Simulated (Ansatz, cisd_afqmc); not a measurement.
Species: BNH₅, charge 1, singlet. BNH5+ (SMILES B[NH3+]).
B3LYP-D3(BJ)/def2-TZVP minimum from Ansatz (a program for electronic structure):
```
N
H 1 1.0245
H 1 1.0252 2 108.83
H 1 1.0308 2 106.19 3 -113.32
B 1 1.5510 2 113.81 4 -119.41
H 5 1.1765 1 115.79 2 24.46
H 5 1.1767 6 128.80 1 -178.13
```
Charge +1, spin multiplicity 1.

Total energies in cc-pVDZ, 12 correlated electrons, 2 frozen orbitals. UHF or UKS for unpaired electrons; spin-orbit terms are left out. Cores are frozen in correlated methods. No relativity. AFQMC/CISD: phaseless, guided by CISD from CCSD amplitudes; bars are statistical, one sigma. Outlying blocks are dropped, and bars are widened where a walk drifts. Over all cases where full CI ran beside it in this data, AFQMC minus full CI had a median of +0.1 mEh and passed +0.4 mEh in a tenth of the cases.

```tsv
method	program	energy (Eh)	minus CCSDTQ (mEh)
HF	Ansatz	-81.81224	293.52
MP2	Ansatz	-82.06751	38.25
CCSD	Ansatz	-82.09910	6.66
CCSD(T)	Ansatz	-82.10488	0.87
CCSDT(Q)	Ansatz	-82.10577	-0.01
CCSDTQ	Ansatz	-82.10576	0.00
AFQMC/CISD	cisd_afqmc	-82.1061 ± 0.0004	-0.3 ± 0.4
```

Rough core times of Ansatz's runs on a shared machine: CCSD(T) under 20 s, CCSDT(Q) under 20 s, CCSDTQ 30 min.
